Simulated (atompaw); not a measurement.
# Reading a pseudo-wave (antimony (Sb))

Columns: radius, all-electron u(r) and pseudo u(r) of the 5p shell (level -11.99 eV) of antimony in the configuration [Ar] 3d10 4s2 4p6 4d10 5s2 5p2; PBE, scalar-relativistic, PAW (atompaw) scheme, atompaw 4.2.0.5.

```tsv
r (bohr)	all-electron	pseudo
0.063	-0.1336	-0.0020
0.127	0.0053	-0.0079
0.190	0.1617	-0.0170
0.254	0.1954	-0.0289
0.317	0.1244	-0.0420
0.381	0.0034	-0.0557
0.444	-0.1184	-0.0680
0.508	-0.2184	-0.0779
0.571	-0.2828	-0.0837
0.635	-0.3121	-0.0843
0.698	-0.3092	-0.0787
0.762	-0.2801	-0.0658
0.825	-0.2322	-0.0456
0.888	-0.1713	-0.0178
0.952	-0.1010	0.0178
1.015	-0.0278	0.0595
1.079	0.0475	0.1075
1.142	0.1205	0.1591
1.206	0.1916	0.2143
1.269	0.2575	0.2696
1.333	0.3198	0.3253
1.396	0.3759	0.3780
1.460	0.4276	0.4282
1.523	0.4732	0.4733
1.587	0.5143	0.5143
1.650	0.5496	0.5496
```

Q: How many radial nodes do the two functions have?

A: The all-electron 5p function has n − l − 1 = 3; the pseudo-wave has 1, since 1 lower shell of the same l stays in the valence.

Q: Is the pseudo-wave norm-conserving?

A: No, it belongs to a PAW set: the norm inside the radius is not constrained, and the difference is carried by the augmentation charge.
